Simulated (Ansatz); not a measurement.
`[SiH3][SiH]1[CH2][AlH]1`. Total charge 0; spin multiplicity 1.

Z-matrix (Å, degrees):
```
Si
Si 1 2.324
H 1 1.488 2 111.5
H 1 1.491 2 113.3 3 122.6
H 1 1.491 2 107.7 3 -118.5
C 2 1.935 1 111.4 3 162.0
Al 2 2.327 1 115.3 3 103.5
H 2 1.491 1 113.4 3 -63.5
H 6 1.089 2 118.8 1 19.3
H 6 1.097 2 111.8 1 147.6
H 7 1.580 2 164.5 1 -78.8
```

Q: List the harmonic frequencies (cm⁻¹, unscaled) at PBE0-D4/def2-TZVP in Ansatz. (An estimate is asked.)

A: Computed: 48, 118, 124, 317, 347, 391, 425, 444, 481, 541, 557, 620, 657, 739, 822, 849, 885, 933, 941, 1345, 1939, 2189, 2197, 2204, 2221, 3054, 3148.

Q: Is this a minimum?

A: Yes, all 27 modes are real.

Q: Give the ideal-gas thermochemistry at 298.15 K and 1 bar (rigid rotor, harmonic oscillator; point group C1, symmetry number 1).

A: Zero-point energy 170.7 kJ/mol; H(298) − E = 194.2 kJ/mol; entropy 363.6 J/(mol·K), of which translation 166.6, rotation 113.9, vibration 83.1; G(298) − E = 85.7 kJ/mol. Modes under 100 cm⁻¹ are hindered rotations or soft bends, so the harmonic entropy is rough.
